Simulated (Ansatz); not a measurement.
```yaml
crystal:
  periodic: [false, false, false]
  atoms:
    - {symbol: C, position_ang: [0.273575, 0.856959, -1.066044]}
    - {symbol: C, position_ang: [-0.036880, 0.035845, 0.129505]}
    - {symbol: C, position_ang: [0.034560, -1.319837, 0.305317]}
    - {symbol: Al, position_ang: [-0.544892, -0.481370, 1.845643]}
    - {symbol: H, position_ang: [0.600272, 0.245459, -1.914571]}
    - {symbol: H, position_ang: [-0.601856, 1.437347, -1.371481]}
    - {symbol: H, position_ang: [1.058580, 1.584051, -0.838501]}
    - {symbol: H, position_ang: [0.345352, -2.054359, -0.438985]}
    - {symbol: H, position_ang: [-1.040212, -0.350394, 3.332017]}
basis:
  gaussian: {orbitals: cc-pVTZ}
hamiltonian: {xc: {name: HF}}
correlation: {method: mp2, frozen_orbitals: {C: 9}}
output: {forces: true}
```

```sh
$ ansatz run in.yaml --threads 2 --pin off --events-out ev --progress --plain --max-ram 4352MiB
```

Problem. How does Ansatz answer? (Best estimate.)

Solution. Ansatz gave: The program refused the input.
```
Functional definition: HF
Error: "frozen_orbitals" has no count for Al
```
